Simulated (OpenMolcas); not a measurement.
Os I.

```json
{
 "Program": "OpenMolcas",
 "Basis": "ANO-RCC-VQZP [9s8p6d4f3g2h]",
 "Scalar Hamiltonian": "DKH2, point nucleus",
 "Active space": "6 electrons in 5 orbitals (5d)",
 "State averaging": "2S+1 = 5 even, 5 roots; 2S+1 = 3 even, 45 roots; 2S+1 = 1 even, 50 roots (44 in the spin-orbit step)",
 "Spin-orbit coupling": "RASSI with atomic mean-field integrals over the reference wave functions, term energies averaged over their components"
}
```

Two sets of levels on these reference wave functions, in cm⁻¹ above 5d⁶ 6s² ⁵D₄: one from CASSCF and one from MS-CASPT2, IPEA 0.25 Eh, imaginary shift 0.1 Eh (closed shells correlated: 5s 5p 6s).

```csv
Level,Set 1,Set 2
5d⁶ 6s² ⁵D₄,0.0,0.0
5d⁶ 6s² ⁵D₃,4440,4220
5d⁶ 6s² ⁵D₂ [61 %],3900,4960
5d⁶ 6s² ⁵D₁,6520,6790
5d⁶ 6s² ⁵D₀,6880,7260
5d⁶ 6s² ³H₆,15640,17360
5d⁶ 6s² ³H₅ [51 %],15370,17570
5d⁶ 6s² ³F₃(1) [56 %],17420,20710
5d⁶ 6s² ³F₂(1) [67 %],17350,21670
5d⁶ 6s² ¹S₀ [51 %],20910,25110
5d⁶ 6s² ³G₅ [51 %],23110,25450
5d⁶ 6s² ³G₄ [66 %],23040,26390
5d⁶ 6s² ³D₁ [51 %],21490,26590
5d⁶ 6s² ³D₂ [70 %],23140,28370
5d⁶ 6s² ¹I₆,26930,29420
5d⁶ 6s² ³P₁(1) [52 %],26050,30960
```

Q: Which set is which?

A: Set 1 is MS-CASPT2. Its levels of the other terms of 5d⁶ 6s² lie at 0.80 to 0.92 of the other set's values, as expected, since terms of lower spin or lower L gain more correlation energy than the Hund ground term.

CASPT2 breaks the degeneracy within a term, and the mean is taken; among the terms shown or strongly mixed into the levels shown the widest spread is 1600 cm-1 (5d⁶ 6s² ¹I, MS-CASPT2). Some high roots are left out of the spin-orbit mixing, which shifts the levels that they would mix with. With the s shell closed, the reference lacks s² → p², s² → d² and s → d mixing, so excited terms can stand far too high and out of order, with CASPT2 too. Without dynamic correlation excited terms often stand tens of per cent too high (terms of higher spin than the ground term too low), and those without a measured partner can miss by more than the paired ones (holds for CASSCF). The CASPT2 spread within a term exceeds the gap to the next term for 5d⁶ 6s² ³D and 5d⁶ 6s² ¹I, 5d⁶ 6s² ¹I and 5d⁶ 6s² ¹G(1), so the order of their levels is uncertain (holds for MS-CASPT2). Levels of configurations outside the active space are missing. Levels that lie high or do not pair safely by name in every column are left out.

A share in square brackets marks a mixed level and gives the weight of the term that names it, the lowest over the columns. A number in round brackets counts repeated terms of one configuration in the order of the reference energies.
